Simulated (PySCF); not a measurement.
A run for PySCF: D3(BJ) and D4 dispersion corrections on CH2O (SMILES C=O).

```python
from pyscf import gto
from pyscf.dispersion import dftd3, dftd4

mol = gto.M(
    atom='''
    C     0.07155211   -0.91969288    3.50824959
    O     0.78391685   -0.62568458    2.56960712
    H    -0.99694182   -0.66841601    3.50194302
    H     0.49998366   -1.44185158    4.37156252
    ''',
    basis='def2-svp',
    charge=0, spin=0, verbose=0, max_memory=1800)
d3, d4 = {}, {}
for xc in ['hf', 'pbe', 'blyp', 'revpbe', 'tpss', 'r2scan', 'b3lyp', 'pbe0', 'bhlyp', 'camb3lyp', 'b2plyp']:
    d3[xc] = float(dftd3.DFTD3Dispersion(mol, xc=xc, version='d3bj', atm=False).get_dispersion()['energy'])
    print(f'D3(BJ) {xc:10s} {d3[xc]:14.8f} Eh')
for xc in ['hf', 'pbe', 'blyp', 'revpbe', 'tpss', 'r2scan', 'b3lyp', 'pbe0', 'bhlyp', 'camb3lyp', 'b2plyp']:
    d4[xc] = float(dftd4.DFTD4Dispersion(mol, xc={'camb3lyp': 'cam-b3lyp'}.get(xc, xc), atm=True).get_dispersion()['energy'])
    print(f'D4     {xc:10s} {d4[xc]:14.8f} Eh')
```

The log:

```
D3(BJ) hf            -0.01257124 Eh
D3(BJ) pbe           -0.00109336 Eh
D3(BJ) blyp          -0.00228387 Eh
D3(BJ) revpbe        -0.00310978 Eh
D3(BJ) tpss          -0.00131487 Eh
D3(BJ) r2scan        -0.00026160 Eh
D3(BJ) b3lyp         -0.00183520 Eh
D3(BJ) pbe0          -0.00087248 Eh
D3(BJ) bhlyp         -0.00136196 Eh
D3(BJ) camb3lyp      -0.00070723 Eh
D3(BJ) b2plyp        -0.00078289 Eh
D4     hf            -0.00414047 Eh
D4     pbe           -0.00089093 Eh
D4     blyp          -0.00212465 Eh
D4     revpbe        -0.00379543 Eh
D4     tpss          -0.00121537 Eh
D4     r2scan        -0.00020528 Eh
D4     b3lyp         -0.00143385 Eh
D4     pbe0          -0.00071970 Eh
D4     bhlyp         -0.00091379 Eh
D4     camb3lyp      -0.00069979 Eh
D4     b2plyp        -0.00061005 Eh
```

The run finished.

Cost: very roughly 0.04 core-seconds.
